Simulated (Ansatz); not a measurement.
C3H8BF can be A, `CCB(C)F`, or B, `BC(C)(C)F`.

Computed with Ansatz on PBE0-D4/def2-TZVP structures; ΔE is electronic, products minus reactants. CCSD(T)/CBS is the MP2 limit (def2-TZVPP, def2-QZVPP) plus CCSD(T) − MP2 in def2-TZVPP, frozen cores. DFT in def2-TZVPP. B3LYP here is the variant with VWN-RPA as its local correlation; programs differ in this. One conformer a species, not always the lowest.

Problem. Which isomer does CCSD(T)/CBS put lower? Give the gap. (Best estimate.)

Solution. Ansatz gave: A, by 65.9 kcal/mol.

Problem. Give E(B) − E(A) in kcal/mol with HF/def2-TZVPP, CCSD(T)/def2-TZVPP, B2PLYP, BLYP-D4, MP2/def2-TZVPP, PBE-D4, B3LYP. (Best estimate.)

Solution. The calculation gave: HF/def2-TZVPP 65.3, CCSD(T)/def2-TZVPP 66.0, B2PLYP 66.8, BLYP-D4 64.7, MP2/def2-TZVPP 67.7, PBE-D4 65.9, B3LYP 66.5. None reverses the order clearly.

Problem. Does the order hold for the free energy at 298.15 K (harmonic terms from PBE0-D4)? (Estimate.)

Solution. Computed: Yes: G(B) − G(A) = +65.0 kcal/mol, for one conformer each. Modes under 60 cm⁻¹, often nearly free rotors, make the harmonic entropy too high.

Largest T1 diagnostic: 0.011.

From BLYP to BHLYP (50 % exact exchange), in def2-TZVPP and without D4, E(B) − E(A) moves by +0.8 kcal/mol. The D4 term adds −0.8 kcal/mol with B3LYP and −0.4 kcal/mol with PBE0; it sums over pairs of atoms, weighted by their polarisabilities, and B3LYP, whose exchange is more repulsive, gets the larger term.
